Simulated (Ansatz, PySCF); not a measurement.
C2H6AlFO, SMILES CC[O][AlH][F]. Atoms are numbered in the order given.

```xyz
11

Al    -0.8318     0.7341    -0.2716
H     -1.8181     0.0829    -1.2987
F     -1.1273     2.2968     0.2138
O      0.5162    -0.0110     0.3948
C      1.3380    -1.1372     0.4952
C      0.8763    -2.2982    -0.3753
H      2.3705    -0.8515     0.2192
H      1.3774    -1.4571     1.5535
H      0.8610    -2.0103    -1.4394
H      1.5510    -3.1624    -0.2654
H     -0.1399    -2.6207    -0.0946
```
Charge 0, spin multiplicity 1.

Geometry: B3LYP-D3(BJ)/def2-SVP. The structure was generated by enumeration; whether it is a known compound was not checked. Other conformers were not sampled.

Two levels are set side by side: PBE-D3(BJ)/def2-SVP (Ansatz, a quantum-chemistry and plane-wave program) and B3LYP-D3(BJ)/def2-SVP (Ansatz). Each level has its own optimised geometry; the coordinates shown are those of the second. Frequencies come from the Hessian of PySCF at each geometry. Differences are taken from unrounded values.

```json
[
 {"quantity": "mean bond length (Å)", "B3LYP-D3(BJ)": "1.335", "PBE-D3(BJ)": "1.344", "PBE-D3(BJ) minus B3LYP-D3(BJ)": "0.009"},
 {"quantity": "bond Al1–F3 (Å)", "B3LYP-D3(BJ)": "1.663", "PBE-D3(BJ)": "1.674", "PBE-D3(BJ) minus B3LYP-D3(BJ)": "0.012"},
 {"quantity": "bond Al1–O4 (Å)", "B3LYP-D3(BJ)": "1.678", "PBE-D3(BJ)": "1.697", "PBE-D3(BJ) minus B3LYP-D3(BJ)": "0.018"},
 {"quantity": "bond O4–C5 (Å)", "B3LYP-D3(BJ)": "1.398", "PBE-D3(BJ)": "1.404", "PBE-D3(BJ) minus B3LYP-D3(BJ)": "0.006"},
 {"quantity": "bond C5–C6 (Å)", "B3LYP-D3(BJ)": "1.523", "PBE-D3(BJ)": "1.525", "PBE-D3(BJ) minus B3LYP-D3(BJ)": "0.002"},
 {"quantity": "bond Al1–H2 (Å)", "B3LYP-D3(BJ)": "1.566", "PBE-D3(BJ)": "1.581", "PBE-D3(BJ) minus B3LYP-D3(BJ)": "0.015"},
 {"quantity": "bond C5–H7 (Å)", "B3LYP-D3(BJ)": "1.106", "PBE-D3(BJ)": "1.115", "PBE-D3(BJ) minus B3LYP-D3(BJ)": "0.009"},
 {"quantity": "bond C5–H8 (Å)", "B3LYP-D3(BJ)": "1.106", "PBE-D3(BJ)": "1.115", "PBE-D3(BJ) minus B3LYP-D3(BJ)": "0.009"},
 {"quantity": "bond C6–H9 (Å)", "B3LYP-D3(BJ)": "1.103", "PBE-D3(BJ)": "1.110", "PBE-D3(BJ) minus B3LYP-D3(BJ)": "0.008"},
 {"quantity": "bond C6–H10 (Å)", "B3LYP-D3(BJ)": "1.102", "PBE-D3(BJ)": "1.109", "PBE-D3(BJ) minus B3LYP-D3(BJ)": "0.007"},
 {"quantity": "bond C6–H11 (Å)", "B3LYP-D3(BJ)": "1.102", "PBE-D3(BJ)": "1.110", "PBE-D3(BJ) minus B3LYP-D3(BJ)": "0.008"},
 {"quantity": "highest harmonic wavenumber (cm⁻¹)", "B3LYP-D3(BJ)": "3113", "PBE-D3(BJ)": "3062", "PBE-D3(BJ) minus B3LYP-D3(BJ)": "-52"},
 {"quantity": "mean harmonic wavenumber (cm⁻¹)", "B3LYP-D3(BJ)": "1296", "PBE-D3(BJ)": "1260", "PBE-D3(BJ) minus B3LYP-D3(BJ)": "-35"},
 {"quantity": "zero-point energy (kcal/mol)", "B3LYP-D3(BJ)": "50.01", "PBE-D3(BJ)": "48.65", "PBE-D3(BJ) minus B3LYP-D3(BJ)": "-1.37"}
]
```

Exact exchange shortens and stiffens bonds; PBE has none. Differences between two approximate levels are no errors against the true value.
